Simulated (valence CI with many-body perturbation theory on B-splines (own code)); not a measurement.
Questions on Sr5+

Calculated by configuration interaction combined with many-body perturbation theory (CI+MBPT): five valence electrons over a frozen Dirac-Fock core [Ar] 3d10, a basis of 9 s, 9 p, 8 d, 6 f, 3 g, 1 h functions for each j, with the one-electron correlation potential Σ1, the two-electron term Σ2, the three-electron term Σ3, Breit, model QED; selected CI, second order for the rest, scaled by the run's own slope (own B-spline code, finite nucleus).

Against 19 measured levels this calculation errs by 96 cm⁻¹ on average and by 213 at most. These come from a selection out of Sansonetti, J. Phys. Chem. Ref. Data 41, 013102 (2012). Levels without a partner in it may be off by more. Among the levels kept, up to 1100 cm⁻¹ of a level comes from second order outside the variational space, and about a tenth of that is noise between levels of different J, which matters for small intervals.

Rates and lifetimes use the calculated energies. Strong lines usually hold to 10 to 20 %, long lifetimes can be off by a factor of two.

(1) What is the ground level?

(2) Name the longest-lived excited levels whose lifetime is computed, and their main decay.

(3) What is the ionisation energy?

(4) What are the static dipole polarisabilities of the lowest levels?

(5) How well does LS coupling describe the low levels?

(6) Where does the other parity begin?

(7) Among levels below 44.347 eV, which E1 lines absorb most strongly from the ground level?

Results:

(1) 4s2 4p3 4S°_3/2, composition 92 % 4s2 4p3 4S° + 4 % 4s2 4p3 2P°, g = 1.966.

(2) 4s2 4p3 2D°_5/2 at 2.932 eV lives 810 ms, mostly by M1 to 4s2 4p3 4S°_3/2; 4s2 4p3 2D°_3/2 at 2.513 eV lives 67.2 ms, mostly by M1 to 4s2 4p3 4S°_3/2; 4s2 4p3 2P°_1/2 at 4.800 eV lives 16.4 ms, mostly by M1 to 4s2 4p3 4S°_3/2. The lifetime of 4s2 4p2 4d 4F_9/2 is too uncertain to give, and may be longer.

(3) 88.296 eV; NIST lists 88 ± 2 eV (theoretical).

(4) 4s2 4p3 4S°_3/2 2.88; 4s2 4p3 2D°_3/2 2.87 (tensor 0.098); 4s2 4p3 2D°_5/2 2.89; 4s2 4p3 2P°_1/2 2.89 bohr³, of which the core gives 0.125.

(5) Among the lowest 20 levels the leading LS term, summed over configurations, holds 87 % on average. For single configurations the figures are 78 % in LS and 60 % in jj coupling. Terms mix most in the J = 7/2 level at 30.574 eV, where the leading one holds 48 %.

(6) At 4s 4p4 4P_5/2, 18.966 eV.

(7) to 4s2 4p2 4d 4P_5/2 at 36.24 nm, f = 1.72; to 4s2 4p2 4d 4P_3/2 at 35.93 nm, f = 1.11; to 4s2 4p2 4d 4P_1/2 at 35.59 nm, f = 0.361.
